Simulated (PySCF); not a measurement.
# [BiH3]2+ at several levels of theory

Computed with PySCF 2.14.0 (density fitting, no spin-orbit coupling) at the geometry relaxed with r2SCAN:

```xyz
4
[BiH3]2+ (singlet)
Bi    0.0000    0.0000    0.0000
H     1.7756    0.0000    0.0000
H    -0.8878    1.5377    0.0000
H    -0.8878   -1.5377    0.0000
```

```json
{"level": "r2SCAN", "basis": "Bi def2-SVP with ECP60, H def2-SVP", "state": "singlet", "HOMO (eV)": "-23.00", "gap (eV)": "4.83", "charge on Bi1 (e)": "1.23", "dipole about the centre of mass (D)": "0.00", "largest force component (eV/Å)": "0.00"}
{"level": "PBE0", "basis": "the same", "state": "singlet", "HOMO (eV)": "-23.86", "gap (eV)": "6.38", "charge on Bi1 (e)": "1.19", "dipole about the centre of mass (D)": "0.00", "largest force component (eV/Å)": "0.06"}
{"level": "HF", "basis": "the same", "state": "singlet", "HOMO (eV)": "-26.52", "gap (eV)": "12.59", "charge on Bi1 (e)": "1.21", "dipole about the centre of mass (D)": "0.00", "largest force component (eV/Å)": "0.52"}
{"level": "BLYP", "basis": "the same", "state": "singlet", "HOMO (eV)": "-22.61", "gap (eV)": "4.10", "charge on Bi1 (e)": "1.25", "dipole about the centre of mass (D)": "0.00", "largest force component (eV/Å)": "0.38"}
{"level": "r2SCAN", "basis": "Bi def2-TZVP with ECP60, H def2-TZVP", "state": "singlet", "HOMO (eV)": "-23.00", "gap (eV)": "4.82", "charge on Bi1 (e)": "1.14", "dipole about the centre of mass (D)": "0.00", "largest force component (eV/Å)": "0.07"}
{"level": "r2SCAN", "basis": "Bi x2c-SVPall, H x2c-SVPall", "state": "singlet", "HOMO (eV)": "-23.03", "gap (eV)": "4.80", "charge on Bi1 (e)": "1.20", "dipole about the centre of mass (D)": "0.00", "largest force component (eV/Å)": "0.09"}
```

Charges are Mulliken's, which hang on the basis. The relaxation used the grid (50, 194), these runs (75, 302) or, all-electron (x2c bases, spin-free X2C Hamiltonian), (99, 590).

Task: What does PBE with Bi def2-SVP with ECP60, H def2-SVP give here?

Result: state singlet, HOMO (eV) -22.72, gap (eV) 4.23, charge on Bi1 (e) 1.21, dipole about the centre of mass (D) 0.00, largest force component (eV/Å) 0.26. Time: 0.9 s on 2 threads of Arm Neoverse V1 (shared host), from an already converged density.

In the first row's basis the gap widens with exact exchange: 4.1 to 4.8 eV for BLYP, PBE, r2SCAN (none); 6.4 eV for PBE0 (a fixed share); 12.6 eV for Hartree–Fock (rising or full at long range).

No frequency check is given that shows the relaxed geometry to be a minimum.
